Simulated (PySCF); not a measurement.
# Trend along the third period: MCs cations

PBE0 with double-zeta basis sets in PySCF, for the lowest determinant that a PBE0 search found; no spin–orbit coupling. De refers to high-spin ground-configuration atoms (the charge goes to the atom of lower measured ionisation energy or higher electron affinity, which is not always the lowest computed limit). A positive dipole points towards Cs; it is taken about the centre of mass and depends on that origin.

```tsv
M	basis	charged atom	state (unpaired electrons)	Re (Å)	ωe (cm⁻¹)	De (eV)	μ (D)
Na	def2-SVP	Cs+	doublet (σ ↑)	4.556	62.8	0.39	-2.93
Mg	def2-SVPD	Cs+	singlet (closed shell)	4.222	69.9	0.23	-0.11
Al	def2-SVPD	Cs+	doublet (σ ↑)	4.338	69.9	0.43	0.26
P	def2-SVP	Cs+	quartet (σ ↑, π ↑↑)	3.930	57.7	0.14	2.47
S	def2-SVP	Cs+	triplet (π ↑↑)	3.732	83.8	0.32	2.26
Cl	def2-SVP	Cs+	doublet (π ↑)	3.628	77.4	0.24	2.73
```

The shortest bond is that of CsCl⁺ (3.628 Å), the longest that of CsNa⁺ (4.556 Å).

The rows differ in basis set, which adds steps of its own.

The state changes along the series, so neighbouring rows are not always alike in their bonding.

Closed-shell solutions of metal pairs were not tested for spin polarisation, which can lower them a little. Weak bonds: CsAl⁺, CsCl⁺, CsMg⁺, CsNa⁺, CsP⁺, CsS⁺. Basis-set superposition, not corrected here, can be much of De in a small basis, most of all at correlated wavefunction levels. Spin–orbit coupling is left out, which matters for elements this heavy, above all for dissociation energies. For an ion De counts to the pair picked by the measured ionisation energies or electron affinities, which need not be the lowest pair at this level. States were picked by a PBE0 search and need not be the measured ground states.
